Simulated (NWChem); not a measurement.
## Correlation energy of HCu

SMILES: [CuH]
```xyz
2

Cu     0.0000     0.0000     0.0488
H      0.0000     0.0000    -1.4145
```
Charge 0, spin multiplicity 1.

Program: NWChem. The geometry was optimised at PBE/def2-SVP, a minimum by its harmonic frequencies.

Basis set: def2-SVP. Each correlation energy counts from its own Hartree-Fock reference.

The correlated methods keep 9 core orbitals frozen. The structure started from a generated list of species. No row is a measurement; the coupled-cluster row has its own basis-set and correlation limits.

Q: One of these methods gave a correlation energy of -311.4 mHa. Which?
A. CCSD+T(CCSD)
B. CCSD
C. MP2
D. CCSD(T)

A: A, CCSD+T(CCSD). The others give -305.8 (CCSD(T)), -320.6 (MP2), -292.6 (CCSD).
